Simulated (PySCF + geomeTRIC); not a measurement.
Species: [Zr(SH)4] (charge 0, multiplicity 1).

**Question.** Give a relaxed geometry from TPSS-D3(BJ)/def2-SVP in PySCF + geomeTRIC.

**Answer.** This is not unique; one that fits is the end point of this relaxation, one of several conformers.
Z-matrix (Å, degrees):
```
Zr
S 1 2.4350
H 2 1.3643 1 88.18
S 1 2.4420 2 110.04 3 -71.52
H 4 1.3639 1 88.47 2 -163.16
S 1 2.4443 2 110.14 3 169.53
H 6 1.3609 1 92.25 2 -96.62
S 1 2.4499 2 107.15 3 49.66
H 8 1.3607 1 93.27 2 -146.67
```
